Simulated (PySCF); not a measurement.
# SMILES N#CC(Cl)=C=CCl, C4HCl2N

Geometry (Å), atoms numbered from 1 in this order:
```xyz
8

N     2.6905    1.3501   -0.4396
C     1.8551    0.5976   -0.1582
C     0.8331   -0.3409    0.1884
Cl    1.4019   -1.9000    0.7068
C    -0.4461   -0.0476    0.1168
C    -1.7166    0.2398    0.0280
Cl   -2.6339    0.9176    1.3181
H    -2.2861    0.0678   -0.8914
```

Method used: TDDFT CAM-B3LYP/def2-TZVPD circular dichroism and optical rotation, one conformer, gas phase (PySCF 2.14.0). Geometry: PBE0-D3(BJ)/def2-SVP.

No stereocentre is labelled: unless the shape is locked (an allene, a helicene, a hindered biaryl), the mirror image is equally populated and a measured rotation or CD is zero. Singlets 8 and 9 lie within 0.01 eV of each other, so their separate moments and overlaps can depend on how they mix.

Q: List the lowest 12 singlet excitations with oscillator and rotatory strengths.

A: Rotatory strengths R in 10⁻⁴⁰ esu² cm², velocity form and length form (origin at the centre of mass); f in length form.
```csv
state,E (eV),λ (nm),f,R (velocity),R (length),main
1,4.63,268,0.0001,-0.9,-0.9,HOMO−1→LUMO 0.91
2,4.90,253,8e-05,-1.0,-1.0,HOMO→LUMO+1 0.93
3,5.60,222,0.132,-0.4,-0.5,"HOMO→LUMO 0.78, HOMO−1→LUMO+1 0.18"
4,6.31,196,0.889,+39.7,+38.7,"HOMO−1→LUMO+1 0.76, HOMO→LUMO 0.17"
5,6.37,195,0.0003,-2.7,-2.7,"HOMO−3→LUMO 0.60, HOMO−2→LUMO 0.17"
6,6.60,188,0.010,+2.0,+2.0,"HOMO−2→LUMO 0.76, HOMO−3→LUMO 0.13"
7,6.75,184,0.005,-12.7,-12.4,"HOMO−2→LUMO+1 0.41, HOMO−3→LUMO+1 0.34"
8,6.87,180,0.001,-1.3,-1.3,"HOMO−5→LUMO 0.47, HOMO−3→LUMO 0.18"
9,6.88,180,0.002,-1.4,-1.4,"HOMO−2→LUMO+1 0.45, HOMO−3→LUMO+1 0.25"
10,7.00,177,0.022,+11.8,+11.7,"HOMO−4→LUMO 0.42, HOMO−5→LUMO+1 0.23"
11,7.03,176,0.0002,+0.7,+0.7,"HOMO−4→LUMO+1 0.32, HOMO−5→LUMO 0.23"
12,7.04,176,0.001,-2.8,-2.9,"HOMO→LUMO+2 0.30, HOMO−4→LUMO+1 0.22"
```

Among the states computed, the strongest CD band (largest |R|) is state 4. The largest dissymmetry factor in size, g = 4R/(D+G), with D and G the electric and magnetic dipole strengths, is -0.13 for state 2 (velocity form, f = 6e-05), among bands with |R| over 0.5. The mirror image has the same energies and oscillator strengths and all R with the opposite sign.
